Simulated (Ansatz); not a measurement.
CH$_{6}$AlNO (`OC[NH][AlH2]`), one more setting.

```yaml
crystal:
  periodic: [false, false, false]
  atoms:
    - {symbol: O, position_ang: [0.089539, -0.030174, -2.096214]}
    - {symbol: C, position_ang: [0.617023, -0.408973, -0.845380]}
    - {symbol: N, position_ang: [-0.366832, -0.456333, 0.195483]}
    - {symbol: Al, position_ang: [-0.422279, 0.500655, 1.689482]}
    - {symbol: H, position_ang: [-0.356375, 0.813938, -1.977466]}
    - {symbol: H, position_ang: [1.066111, -1.390898, -1.025149]}
    - {symbol: H, position_ang: [1.415586, 0.276558, -0.530585]}
    - {symbol: H, position_ang: [-1.072810, -1.154493, 0.002847]}
    - {symbol: H, position_ang: [-1.603991, 0.217058, 2.701841]}
    - {symbol: H, position_ang: [0.717129, 1.581362, 1.888141]}
basis:
  gaussian: {orbitals: STO-3G, nuclear_model: gaussian}
hamiltonian: {xc: {name: SVWN5}}
scf: {lower_state_search: off}
output: {forces: true}
```

```sh
$ ansatz run in.yaml --threads 2 --pin off --events-out ev --progress --plain --max-ram 4352MiB
```

Shortened log:

```
Functional definition: SVWN5
393 factors; integrals over basis functions are off by at most 4.5e-5 eV
mean field evaluation 1: about -11056.8073 eV, gradient 3.2e1 eV
mean field evaluation 2: about -11043.3675 eV, gradient 7.5e1 eV
mean field evaluation 4: about -11059.9425 eV, gradient 4.0e0 eV
mean field evaluation 8: about -11059.8993 eV, gradient 6.4e-2 eV
mean field evaluation 16: about -11059.8993 eV, gradient 1.9e-6 eV
mean field -11059.89932142 eV, -406.4438033932 hartree, gradient 1.9e-6 eV, S^2 0.000000; 0 other end points of the search recorded, 0 dependent functions left out
reference -11059.89934327 eV, -406.4438041962 hartree; 20, 20 occupied and 10, 10 virtual orbitals, 393 factors
Total energy: -11059.89934327 eV, -406.4438041962 hartree
Atom 0 at     0.089539    -0.030174    -2.096214 Å, force     1.162374    -3.408192    -2.938764 eV/Å
Atom 1 at     0.617023    -0.408973    -0.845380 Å, force     0.096810     0.496894     0.153859 eV/Å
Atom 2 at    -0.366832    -0.456333     0.195483 Å, force     0.126485     1.788657     2.707959 eV/Å
Atom 3 at    -0.422279     0.500655     1.689482 Å, force     0.074069     0.263147     0.292971 eV/Å
Atom 4 at    -0.356375     0.813938    -1.977466 Å, force    -1.557305     3.309452     1.101746 eV/Å
Atom 5 at     1.066111    -1.390898    -1.025149 Å, force     0.481802    -0.844063    -0.264785 eV/Å
Atom 6 at     1.415586     0.276558    -0.530585 Å, force     0.772658     0.499664     0.588725 eV/Å
Atom 7 at    -1.072810    -1.154493     0.002847 Å, force    -1.178140    -1.266060    -0.367941 eV/Å
Atom 8 at    -1.603991     0.217058     2.701841 Å, force     1.081778     0.223967    -1.020898 eV/Å
Atom 9 at     0.717129     1.581362     1.888141 Å, force    -1.060532    -1.063466    -0.252872 eV/Å
Dipole moment:    -0.107900     0.058940     0.144328 e Å
Checks for a lower state left out: stability, starts, cluster_reference, orbital_swaps, neighbouring_geometries, increment
```

Run time 0.45 s (2 threads of an AMD EPYC 7R32 on a shared host); peak host memory 0.4 GiB.
